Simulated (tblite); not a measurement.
Compound: C4H9O4P.
Atom-mapped SMILES: `[CH3:1][O:2][P@@:3]1(=[O:4])[O:5][CH2:6][C@@H:7]([CH3:8])[O:9]1` (hydrogens: H10, H11, H12 on C1; H13, H14 on C6; H15 on C7; H16, H17, H18 on C8)

Geometry (GFN2-xTB, Å), atoms numbered from 1 in this order:
```xyz
18
C4H9O4P angstrom
C      2.5549    1.0179    0.9335
O      1.2457    0.6274    0.5595
P      1.0484   -0.5746   -0.4977
O      2.2631   -0.9738   -1.1813
O      0.2585   -1.7139    0.3289
C     -1.1323   -1.4949    0.3086
C     -1.4211   -0.3552   -0.7079
C     -1.9250    0.9020   -0.0148
O     -0.2008   -0.0999   -1.3771
H      2.7474    0.6991    1.9592
H      3.2877    0.5641    0.2659
H      2.6122    2.1046    0.8662
H     -1.6146   -2.4324    0.0180
H     -1.4702   -1.2078    1.3087
H     -2.1337   -0.6815   -1.4739
H     -2.0603    1.6927   -0.7481
H     -2.8750    0.7028    0.4743
H     -1.1936    1.2297    0.7197
```

Method: GFN2-xTB as coded in tblite; computed harmonic values from a numerical Hessian at the method's own geometry, unscaled. This tight-binding method is rough: wavenumbers can miss measured ones by several per cent, in bad cases by 10 to 20. One conformer, not necessarily the lowest.

Harmonic wavenumbers (cm⁻¹): 25.3, 51.4, 89.2, 124.8, 215.9, 231.0, 249.7, 345.4, 366.1, 383.0, 395.8, 473.1, 584.4, 659.8, 718.8, 775.4, 804.5, 871.3, 938.0, 965.7, 1061.7, 1078.4, 1102.7, 1120.0, 1129.8, 1133.6, 1141.4, 1196.2, 1259.1, 1289.1, 1314.2, 1317.0, 1394.5, 1401.9, 1463.4, 1466.0, 1468.2, 1474.9, 1487.7, 2921.4, 2937.2, 2952.3, 2972.5, 2986.5, 2990.4, 3041.7, 3049.4, 3051.7.

A = 2340, B = 1248, C = 1071 MHz; mass 152.024 u (most abundant isotopes); point group C1, symmetry number 1.

Q: What is the zero-point energy?

A: ½Σν̃ = 30236 cm⁻¹ = 86.45 kcal/mol.

Q: Give the ideal-gas entropy at 500 K and 1 bar in the rigid-rotor, harmonic-oscillator model (classical rotation).

A: Translation 43.56, rotation 30.56, vibration 50.48: S = 124.6 cal/(mol K).

Q: And Cp and H(500 K) − H(0)?

A: Cp = 55.07 cal/(mol K), of which vibrations give 47.12 (their classical limit is 48 R = 95.4); H(500 K) − H(0) = 16.36 kcal/mol without the zero-point energy, 12.38 from vibrations.

Q: Blend soft modes into free rotors: weight 1/[1 + (100 cm⁻¹/ν̃)⁴] for the oscillator and the rest for a rotor with moment μB/(μ + B), μ = h/(8π²ν), B = 10⁻⁴⁴ kg m². What vibrational entropy results?

A: 45.36 cal/(mol K) in place of 50.48, which changes −T·S at 500 K by +2.56 kcal/mol.

Q: How do the functions run with temperature in this model?

A: 
```csv
T (K),S (cal/(mol K)),Cp (cal/(mol K)),H − H(0) (kcal/mol),G − H(0) (kcal/mol),ln q(vib)
50,60.8,13.8,0.54,-2.50,1.03
100,71.9,18.9,1.36,-5.83,2.47
298.15,100.9,37.4,6.94,-23.13,7.81
373.15,110.0,44.5,10.02,-31.05,9.74
750,149.9,69.7,32.10,-80.35,18.99
1000,171.3,79.0,50.77,-120.58,24.61
```

q(vib) and H(0) count from the zero-point level.

Q: What must be added to the electronic energy to get the Gibbs energy at 500 K and 1 bar?

A: ZPE + [H(500 K) − H(0)] − T·S = 86.45 + 16.36 − 62.30 = 40.51 kcal/mol.

Q: Which modes carry the vibrational entropy at 500 K?

A: 25.3 cm⁻¹: 7.19; 51.4 cm⁻¹: 5.79; 89.2 cm⁻¹: 4.70; 124.8 cm⁻¹: 4.03; 215.9 cm⁻¹: 2.96; 231.0 cm⁻¹: 2.83 cal/(mol K); the other 42 give 22.97 together.

Hindered rotation and anharmonicity are outside this model. Other conformers, if any are populated, would add a mixing term that is left out. The structure is chiral; the term R ln 2 for an equal mix with its mirror image is left out.
